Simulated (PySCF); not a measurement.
**BAs: one state, many levels of theory**

State: ³Π (triplet), unpaired electrons σ ↑, π ↑. Set-up: PySCF, no relativity, basis sets B def2-TZVPPD, As def2-TZVPPD. De refers to B + As in their high-spin ground configurations, without counterpoise correction. The functionals are run spin-unrestricted. A positive dipole means B(−)As(+).

```
       Level  Re (Å)  ωe (cm⁻¹)  De (eV)  μ (D)  CPU s a point (SCF and correlation, without the integrals)
        ROHF   1.827        879     1.26  -0.62                                                        0.92
    ROHF-MP2   1.850        831     2.84    n/a                                                         1.9
ROHF-SCS-MP2   1.854        816     2.66    n/a                                                         n/a
   ROHF-CCSD   1.851        816     2.47    n/a                                                         n/a
ROHF-CCSD(T)   1.864        790     2.73    n/a                                                         100
         PBE   1.863        790     3.45   0.31                                                         2.4
      revPBE   1.871        780     3.20   0.29                                                         1.2
        BP86   1.866        783     3.42   0.27                                                         1.8
        TPSS   1.859        794     3.19   0.22                                                         2.7
      r²SCAN   1.847        825     3.33   0.01                                                         6.5
        PBE0   1.845        825     3.14   0.10                                                         3.3
       B97-3   1.851        814     3.07   0.13                                                         2.1
      M06-2X   1.841        840     2.98  -0.10                                                           4
     ωB97X-V   1.838        840     3.00   0.02                                                          14
```

Question: Which functional lies closest to ROHF-CCSD(T) in De, which farthest, and by how much do they differ from it?

Answer: Closest is M06-2X (-2.3 pm in Re, +6.3 % in ωe, +0.25 eV in De against ROHF-CCSD(T) in the same basis), farthest PBE (-0.1 pm in Re, +0.0 % in ωe, +0.72 eV in De). CCSD(T) converges more slowly with the basis than the functionals do and binds too weakly in this one, so the order can change at the basis-set limit.

Question: What does the step from GGA to meta-GGA do here, going from PBE to r²SCAN?

Answer: r²SCAN less PBE: -1.6 pm in Re, +4.4 % in ωe, -0.12 eV in De. 

Question: What does the triples do here, going from ROHF-CCSD to ROHF-CCSD(T)?

Answer: ROHF-CCSD(T) less ROHF-CCSD: +1.3 pm in Re, -3.2 % in ωe, +0.26 eV in De. Correlation nearly always deepens the well. The bond lengthens, as in strong covalent bonds, where excitations into antibonding orbitals dominate.

Correlated steps freeze 10 core orbitals. Spin–orbit coupling is left out. The state is the lowest determinant that a PBE0 search found; another state may lie lower at other levels.

The whole job (state search and all levels along the bond) took about 13 min on 2 threads of Arm Neoverse V2 (shared host), peak memory 3.3 GiB.
